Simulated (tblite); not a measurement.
C5H11NOSi2.
Cartesian coordinates in Å at the GFN2-xTB level; atoms count from 1:
```xyz
20
C5H11NOSi2 angstrom
N     -1.5678    1.4164   -2.1422
C     -1.5202    1.3856   -0.9946
C     -1.4542    1.3456    0.4069
C     -1.5560    0.2045    1.0976
C     -1.7286   -1.1305    0.4899
Si    -0.0386   -2.0347    0.3137
C      1.1306   -0.8895   -0.6623
O      1.4549    0.1499    0.2377
Si     2.2504    1.5311   -0.0592
H     -1.2947    2.2978    0.8934
H     -1.4741    0.2373    2.1757
H     -2.1711   -1.0413   -0.5036
H     -2.3880   -1.7421    1.1053
H     -0.2703   -3.2937   -0.4016
H      0.5376   -2.2632    1.6408
H      2.0481   -1.3918   -0.9827
H      0.6631   -0.4725   -1.5589
H      2.1919    2.0981    1.2803
H      1.5660    2.3380   -1.0709
H      3.6155    1.2659   -0.5230
```

Computed values, GFN2-xTB/tblite, gas phase, harmonic and unscaled. This tight-binding method is rough: wavenumbers can miss measured ones by several per cent, in bad cases by 10 to 20. Modes of hydrogen on silicon can be 10 to 20 % off. One conformer, not necessarily the lowest.

Harmonic wavenumbers (cm⁻¹): 34.2, 55.2, 60.2, 83.2, 116.0, 134.6, 163.1, 168.4, 201.5, 244.7, 306.6, 378.9, 477.1, 525.5, 568.3, 591.4, 623.3, 628.9, 654.6, 677.4, 741.5, 748.4, 754.0, 781.9, 787.0, 805.8, 814.2, 829.3, 838.9, 912.5, 968.0, 1051.0, 1120.5, 1125.0, 1180.3, 1198.6, 1226.3, 1285.3, 1342.3, 1455.1, 1474.9, 1644.5, 2226.6, 2244.0, 2259.3, 2263.1, 2328.3, 2360.9, 2908.2, 2932.1, 2981.7, 2990.1, 3060.3, 3072.6.

A = 1216, B = 1007, C = 698.7 MHz; mass 157.038 u (most abundant isotopes); point group C1, symmetry number 1.

Q: Zero-point energy?

A: ½Σν̃ = 30703 cm⁻¹ = 367.28 kJ/mol.

Q: What is S at 400 K and 1 bar for an ideal gas of classical rigid rotors and harmonic oscillators?

A: Translation 178.03, rotation 130.48, vibration 231.72: S = 540.2 J/(mol K).

Q: And Cp and H(400 K) − H(0)?

A: Cp = 243.88 J/(mol K), of which vibrations give 210.63 (their classical limit is 54 R = 449.0); H(400 K) − H(0) = 58.83 kJ/mol without the zero-point energy, 45.53 from vibrations.

Q: Which modes carry the vibrational entropy at 400 K?

A: 34.2 cm⁻¹: 25.74; 55.2 cm⁻¹: 21.77; 60.2 cm⁻¹: 21.05; 83.2 cm⁻¹: 18.38; 116.0 cm⁻¹: 15.64; 134.6 cm⁻¹: 14.43 J/(mol K); the other 48 give 114.71 together.

Q: What must be added to the electronic energy to get the Gibbs energy at 400 K and 1 bar?

A: ZPE + [H(400 K) − H(0)] − T·S = 367.28 + 58.83 − 216.09 = 210.02 kJ/mol.

Hindered rotation and anharmonicity are outside this model. Other conformers, if any are populated, would add a mixing term that is left out. The structure is chiral; the term R ln 2 for an equal mix with its mirror image is left out.
